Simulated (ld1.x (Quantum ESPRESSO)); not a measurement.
## samarium (Sm) PAW: all-electron and pseudo phase curves

- Element: samarium (Sm)
- Generator: ld1.x (Quantum ESPRESSO) 7.5
- Type: PAW
- Functional: PBE
- Relativity: fully relativistic
- Frozen core: [Kr] 4d10
- Valence charge: 16
- Reference configuration: 4f6 5s2 5p6 5d0 6s1 6p0 (charge +1)
- Partial waves: 5s (bound): rcut 2.24, rcutus 2.62 bohr; 6s (bound): rcut 2.24, rcutus 2.62 bohr; 5p (bound): rcut 2.68, rcutus 3.18 bohr; 6p (bound, empty): rcut 2.68, rcutus 3.18 bohr; 5d (bound, empty): rcut 2.98, rcutus 4.16 bohr; 5d channel at 2.85 Ry: rcut 2.98, rcutus 4.16 bohr; 4f (bound): rcut 1.44, rcutus 2.00 bohr; 4f channel at 0.1 Ry: rcut 1.44, rcutus 2.00 bohr
- Local potential: all-electron potential smoothed inside 2.56 bohr (lloc = -2)
- Core correction: Bessel-smoothed model core, default radius (core density twice the valence density)
- Augmentation charge: BESSEL, radius 1.62 bohr

Open shells are filled in proportion to 2j + 1 (rel_dist='average').

The phase is arctan(r·u′/u) with u = r·R(r), unwrapped; energies in Ry, scanned from -6 to 5 Ry. A pole is an energy at which the radial function vanishes at the test radius. The pseudo phase is shifted by a multiple of π to meet the all-electron one at the reference energy, and phase errors are pseudo minus all-electron; the curves can meet again beyond the range given. Levels narrower than the energy grid can be missing from the lists of poles.

```csv
channel,radius (bohr),reference energy (Ry),"poles, all-electron","poles, pseudo",unbroken range about the reference energy with phases within 0.05 rad,phase error 1 Ry above the reference energy (rad)
s,4.50,-0.62,"-0.16, 2.72","-0.16, 2.69",below 4.1,-0.000
p1/2,4.50,-0.41,"-2.33, 0.34, 3.36","-2.33, 0.34, 3.11",below 1.3,-0.003
p3/2,4.50,-0.38,"-2.07, 0.46, 3.56","-2.07, 0.45, 3.20",below 1.4,-0.004
d3/2,4.50,-0.54,"-0.42, 1.56, 4.88","-0.40, 1.78",-0.6 to -0.2,+1.177
d5/2,4.50,-0.52,"-0.39, 1.60, 4.93","-0.38, 1.79",below -0.1,+1.085
f5/2,4.50,-0.65,"1.06, 3.44","1.06, 3.52",below 2.0,+0.000
f7/2,4.50,-0.61,"1.07, 3.45","1.07, 3.54",below 2.0,+0.000
```

The ghost test of this file was not conclusive.

Phases in the f7/2 channel:

```csv
E (Ry),all-electron,pseudo
-6.00,1.480,1.480
-5.48,1.475,1.475
-4.96,1.470,1.470
-4.44,1.464,1.464
-3.92,1.458,1.458
-3.40,1.449,1.449
-2.88,1.438,1.438
-2.36,1.424,1.424
-1.84,1.404,1.404
-1.32,1.373,1.373
-0.80,1.312,1.312
-0.28,1.193,1.193
0.24,0.123,0.123
0.76,-1.428,-1.427
1.28,-1.639,-1.638
1.80,-1.905,-1.893
2.32,-4.230,-4.177
2.84,-4.609,-4.598
3.36,-4.701,-4.691
3.88,-4.766,-4.750
4.40,-4.861,-4.820
4.92,-5.381,-4.993
```
